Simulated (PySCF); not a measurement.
CH7FOSi2, SMILES OC[SiH2][SiH2]F. The structure is a stationary point at PBE-D3(BJ)/def2-SVP. This is a generated structure with no PubChem entry under its InChIKey; it may be hypothetical. Other conformers were not sampled.

Computed equilibrium geometry at PBE-D3(BJ)/def2-SVP (PySCF confirms it by a frequency run) as a Z-matrix (one conformer of several):
```
Si
H 1 1.5069
H 1 1.5096 2 108.59
C 1 1.9201 2 114.24 3 122.27
H 4 1.1103 1 109.03 2 45.15
H 4 1.1154 5 106.35 1 123.82
O 4 1.4368 5 106.33 6 120.29
H 7 0.9756 4 107.51 5 -175.44
Si 1 2.3550 2 114.46 3 -123.61
F 9 1.6503 1 110.68 2 42.17
H 9 1.5038 10 107.70 1 120.18
H 9 1.5040 11 109.79 10 -116.21
```
